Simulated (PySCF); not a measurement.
**SMILES N#CC=C=C(C#N)C=O, C6H2N2O**

Geometry (Å), atoms numbered from 1 in this order:
```xyz
11

N     3.0690    0.2823    1.5666
C     2.3434    0.0181    0.7030
C     1.4737   -0.3202   -0.3774
C     0.2063    0.0087   -0.4065
C    -1.0845    0.2805   -0.4193
C    -1.5941    1.4959   -0.9774
N    -2.0603    2.4605   -1.4190
C    -2.0711   -0.7075    0.1689
O    -1.7512   -1.7682    0.6165
H     1.9031   -0.8804   -1.2200
H    -3.1275   -0.3492    0.1427
```

Computed with PySCF 2.14.0, TDDFT CAM-B3LYP/aug-cc-pVDZ circular dichroism and optical rotation, one conformer, gas phase. Geometry: PBE0-D3(BJ)/def2-SVP.

No stereocentre is labelled: unless the shape is locked (an allene, a helicene, a hindered biaryl), the mirror image is equally populated and a measured rotation or CD is zero.

(1) Draw the ECD and absorption spectra from the lowest 12 states, each a Gaussian of half-width 0.25 eV at 1/e height.

## Answers

(1) 
| E (eV) | λ (nm) | Δε (L mol⁻¹ cm⁻¹) | ε (L mol⁻¹ cm⁻¹) |
| --- | --- | --- | --- |
| 3.24 | 383 | +0.02 | 0.166 |
| 3.39 | 366 | +0.12 | 1.28 |
| 3.54 | 351 | +0.44 | 4.78 |
| 3.69 | 336 | +0.80 | 8.71 |
| 3.84 | 323 | +0.71 | 7.73 |
| 3.99 | 311 | +0.30 | 3.34 |
| 4.14 | 300 | +0.06 | 0.748 |
| 4.29 | 289 | -0.02 | 0.638 |
| 4.44 | 280 | -0.18 | 3.36 |
| 4.59 | 270 | -0.53 | 9.69 |
| 4.74 | 262 | -0.75 | 14.3 |
| 4.89 | 254 | -0.60 | 30.7 |
| 5.04 | 246 | -0.74 | 313 |
| 5.19 | 239 | -1.83 | 2210 |
| 5.34 | 232 | -2.46 | 7800 |
| 5.49 | 226 | -2.28 | 14300 |
| 5.64 | 220 | -8.78 | 17600 |
| 5.79 | 214 | -26.55 | 23300 |
| 5.94 | 209 | -36.25 | 27200 |
| 6.09 | 204 | -18.14 | 19200 |
| 6.24 | 199 | +11.85 | 11400 |
| 6.39 | 194 | +25.79 | 10700 |
| 6.54 | 190 | +16.94 | 8740 |
| 6.69 | 185 | +4.40 | 4410 |
| 6.84 | 181 | +0.92 | 3330 |
| 6.99 | 177 | +4.89 | 5830 |

Δε uses R in velocity form, ε uses f in length form. Only the states computed contribute, so the short-wavelength end is incomplete.
